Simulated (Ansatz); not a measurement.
```yaml
crystal:
  periodic: [false, false, false]
  atoms:
    - {symbol: C, position_ang: [-0.956817, 1.565738, 0.014020]}
    - {symbol: Si, position_ang: [-0.458103, 0.263806, 1.260229]}
    - {symbol: Te, position_ang: [1.798466, -0.685511, 0.810551]}
    - {symbol: C, position_ang: [1.234359, -1.559673, -1.072897]}
    - {symbol: H, position_ang: [-0.982751, 1.146530, -0.994241]}
    - {symbol: H, position_ang: [-1.952940, 1.953078, 0.245508]}
    - {symbol: H, position_ang: [-0.247920, 2.395656, 0.020652]}
    - {symbol: H, position_ang: [-1.459650, -0.838459, 1.258373]}
    - {symbol: H, position_ang: [-0.373662, 0.836352, 2.630203]}
    - {symbol: H, position_ang: [0.992949, -0.778186, -1.789074]}
    - {symbol: H, position_ang: [0.388655, -2.227415, -0.925517]}
    - {symbol: H, position_ang: [2.094314, -2.127015, -1.423808]}
basis:
  gaussian: {orbitals: ANO-RCC-VTZP, final_grid: {core_spheres: 1, valence_spheres: 1, degree: 1}}
hamiltonian: {xc: {name: r2SCAN}}
```

```sh
$ ansatz run in.yaml --threads 4 --pin off --events-out ev --progress --plain --max-ram 10444MiB
```

Output, abridged:

```
Functional definition: r2SCAN
1848 factors; their error is unknown
mean field evaluation 1: about -194953.0272 eV, gradient 7.7e1 eV
mean field evaluation 2: about -194931.3620 eV, gradient 1.1e2 eV
mean field evaluation 4: about -194967.0339 eV, gradient 8.0e0 eV
mean field evaluation 16: about -195903.4439 eV, gradient 1.9e2 eV
mean field evaluation 64: about -195991.5653 eV, gradient 2.0e2 eV
a density is far from that of the atoms, so the factors are made again for it
3238 factors; integrals over basis functions are off by at most 2.3e-5 eV
mean field evaluation 96: about -195766.3328 eV, gradient 1.8e2 eV
mean field -196201.17703968 eV, -7210.2602662741 hartree, gradient 2.5e-5 eV, S^2 0.000000; 0 other end points of the search recorded, 0 dependent functions left out
reference -196201.17704007 eV, -7210.2602662882 hartree; 43, 43 occupied and 231, 231 virtual orbitals, 3238 factors
Total energy: -196201.17704007 eV, -7210.2602662882 hartree
Relativity: scalar
```

(1) Something in this input is off. What?

Answers

(1) The integration grid is far too coarse. The run converged. The result belongs to that input, not to the molecule as meant.
